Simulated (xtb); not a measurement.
H2Ga, doublet, from a rough starting geometry (GFN-xTB shapes and energies of metal compounds can be far from the true ones) (the spin is typed, not shown lowest); GFN2-xTB in xtb.

Here is a job for xtb.
```
$ xtb mol.xyz --gfn 2 --uhf 1 --opt vtight --json

# file mol.xyz
3

Ga     0.54123654     0.17493127     0.38050337
H      0.02168821    -1.54991580    -0.02612894
H     -0.54954972     1.48537747    -0.31801951
```

The log (banner, timings and long lists left out):

```
   ID    Z sym.   atoms
    1   31 Ga     1
    2    1 H      2, 3

           -------------------------------------------------
          |                Calculation Setup                |
           -------------------------------------------------

molecular fragmentation (1/2 indicates fragments):
112
# atoms in fragment 1/2:     2     1
 fragment masses (1/2) :       70.73        1.01
CMA distance (Bohr)    :   3.503
constraining FC (au)   :  0.0500

           -------------------------------------------------
          |                 G F N 2 - x T B                 |
           -------------------------------------------------

          ...................................................
          :                      SETUP                      :
          :.................................................:
          :  # basis functions                  12          :
          :  # atomic orbitals                  11          :
          :  # shells                            5          :
          :  # electrons                         5          :
          :  max. iterations                   250          :
          :  Hamiltonian                  GFN2-xTB          :
          :  restarted?                      false          :
          :  GBSA solvation                  false          :
          :  PC potential                    false          :
          :  electronic temp.          300.0000000     K    :
          :  accuracy                    1.0000000          :
          :  -> integral cutoff          0.2500000E+02      :
          :  -> integral neglect         0.1000000E-07      :
          :  -> SCF convergence          0.1000000E-05 Eh   :
          :  -> wf. convergence          0.1000000E-03 e    :
          :  Broyden damping             0.4000000          :
          :  net charge                          0          :
          :  unpaired electrons                  1          :
          ...................................................

 iter      E             dE          RMSdq      gap      omega  full diag
   1     -2.1239038 -0.212390E+01  0.195E+01    4.44       0.0  T
   2     -2.1384342 -0.145304E-01  0.121E+01    4.22       1.0  T
   3     -2.1388573 -0.423108E-03  0.137E+00    3.83       1.0  T
   4     -2.1395636 -0.706291E-03  0.286E-01    3.96       1.0  T
   5     -2.1395686 -0.504882E-05  0.547E-02    3.98       1.1  T
   6     -2.1395689 -0.249073E-06  0.474E-03    3.99      12.2  T
[...]
         :: total energy              -2.138877698496 Eh    ::
 * total energy  :    -2.1388777 Eh     change       -0.3965717E-11 Eh
 * total energy  :    -2.1389294 Eh     change       -0.5167660E-04 Eh
 * total energy  :    -2.1389450 Eh     change       -0.1563271E-04 Eh
 * total energy  :    -2.1389486 Eh     change       -0.3624575E-05 Eh
 * total energy  :    -2.1389492 Eh     change       -0.6033085E-06 Eh
 * total energy  :    -2.1389492 Eh     change       -0.9378378E-09 Eh
   *** GEOMETRY OPTIMIZATION CONVERGED AFTER 6 ITERATIONS ***
         :: total energy              -2.138949236624 Eh    ::
[...]
         7                         -0.0464818              -1.2648
         8                         -0.0439981              -1.1972
         9                         -0.0438172              -1.1923
        10                          0.3384926               9.2109
        11                          0.7583134              20.6348
      -------------------------------------------------------------
                  HL-Gap            0.1476853 Eh            4.0187 eV
             Fermi-level           -0.3199797 Eh           -8.7071 eV

     #   Z          covCN         q      C6AA      α(0)
     1  31 Ga       1.255     0.312   284.121    41.895
     2   1 H        0.627    -0.156     9.247     4.921
     3   1 H        0.627    -0.156     9.247     4.921

 Mol. C6AA /au·bohr⁶  :        511.718297
 Mol. C8AA /au·bohr⁸  :      39414.129771
 Mol. α(0) /au        :         51.737392

Wiberg/Mayer (AO) data.
largest (>0.10) Wiberg bond orders for each atom

 ---------------------------------------------------------------------------
     #   Z sym  total        # sym  WBO       # sym  WBO       # sym  WBO
 ---------------------------------------------------------------------------
     1  31 Ga   1.492 --     2 H    0.746     3 H    0.746
     2   1 H    0.906 --     1 Ga   0.746     3 H    0.160
     3   1 H    0.906 --     1 Ga   0.746     2 H    0.160
 ---------------------------------------------------------------------------

Topologies differ in total number of bonds
Writing topology from bond orders to xtbtopo.mol

molecular dipole:
                 x           y           z       tot (Debye)
 q only:        0.501       0.127       0.344
   full:        0.755       0.192       0.518       2.378
molecular quadrupole (traceless):
                xx          xy          yy          xz          yz          zz
 q only:        1.321       0.839      -2.536       0.231       0.459       1.215
  q+dip:        1.611       0.997      -2.475       1.066       0.599       0.864
   full:        2.176       1.411      -4.724      -0.311       0.727       2.548

optimized geometry written to: xtbopt.xyz

           -------------------------------------------------
          | TOTAL ENERGY               -2.138949236624 Eh   |
          | GRADIENT NORM               0.000000578871 Eh/α |
          | HOMO-LUMO GAP               4.018722252420 eV   |
           -------------------------------------------------
```
